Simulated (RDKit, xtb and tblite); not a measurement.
Relaxed torsion scan: SMILES COC(=O)[SiH2]CC(C)(C)C. Scanned: dihedral C1–O2–C3–Si5 and dihedral O2–C3–Si5–C6; all other coordinates were relaxed at GFN2-xTB. Points at φ and −φ are mirror images. Heavy atoms are numbered in the order of the SMILES COC(=O)[SiH2]CC(C)(C)C, hydrogens after them in the order of the atoms that carry them; the mirror image has the same energies with the sign of each dihedral reversed.

Computed with: GFN2-xTB (xtb and tblite); MMFF94 // GFN2-xTB (RDKit); UFF // GFN2-xTB (RDKit).

Energies in kcal/mol at chosen points (x: dihedral C1–O2–C3–Si5 (°); y: dihedral O2–C3–Si5–C6 (°)), relative to x = 0, y = 180:

```json
[
 {"method": "GFN2-xTB", "(60, -30)": "7.1", "(-30, -30)": "2.9", "(0, -60)": "0.4", "(-120, 60)": "3.1", "(150, 60)": "-4.2", "(90, 60)": "8.3", "(30, 60)": "1.6"},
 {"method": "MMFF94", "(60, -30)": "8.3", "(-30, -30)": "3.6", "(0, -60)": "1.6", "(-120, 60)": "1.9", "(150, 60)": "-3.9", "(90, 60)": "6.6", "(30, 60)": "2.4"},
 {"method": "UFF", "(60, -30)": "9.5", "(-30, -30)": "4.6", "(0, -60)": "0.6", "(-120, 60)": "8.7", "(150, 60)": "10.3", "(90, 60)": "11.2", "(30, 60)": "2.2"}
]
```

MMFF94 has few fitted parameters for silicon.
